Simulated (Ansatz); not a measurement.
Ideal-gas functions of CH$_{4}$BBrO, SMILES `CB(O)Br` at 400 K and 1 bar, from an Ansatz frequency run at PBE0-D4/def2-TZVP.

Molar mass 122.76 g/mol, point group Cs (symmetry number 1), electronic degeneracy 1, moments of inertia 58.536, 178.722, 234.18 u Å². Harmonic wavenumbers (cm⁻¹, unscaled): 89, 252, 324, 415, 522, 628, 855, 885, 942, 1153, 1321, 1404, 1450, 1467, 3053, 3121, 3147, 3862.

Use S(trans) = R[1.5 ln M + 2.5 ln T − 1.1517]; rotational temperatures θ = 24.2544 K / I; S(rot) = R[ln(√π/σ · √(T³/θAθBθC)) + 1.5]; for each mode x = 1.438777 ν̃/T, S = R[x/(eˣ − 1) − ln(1 − e⁻ˣ)] and H = RT x/(eˣ − 1); 1 cm⁻¹ = 0.0119627 kJ/mol; R = 8.31446 J/(mol·K).

Q: By hand: the entropy, in J/(mol·K).

A: Translation 175.0. Rotation: θ = 0.4144, 0.1357, 0.1036 K, giving 113.3. Vibration, mode by mode: 17.82, 9.41, 7.50, 5.71, 4.20, 3.11, 1.63, 1.50, 1.27, 0.69, 0.42, 0.32, 0.28, 0.27, 0.00, 0.00, 0.00, 0.00, in all 54.1. Electronic 0.0. Sum 342.4 J/(mol·K).

Q: By hand: H − E and G − E in kJ/mol, counted from the electronic energy.

A: Zero-point energy ½ × 24890 × 0.0119627 = 148.9; thermal vibration 12.1; translation, rotation and pV give 4 RT = 13.3. H − E = 174.3 kJ/mol, and G − E = 174.3 − 400 × 342.4/1000 = 37.3 kJ/mol.

Vibration gives 16 % of the entropy, 17.8 J/(mol·K) of it from the mode under 150 cm⁻¹: soft modes count most, and the harmonic formula is weakest for them. The sum counts one conformer and one mirror image; others add a mixing term.
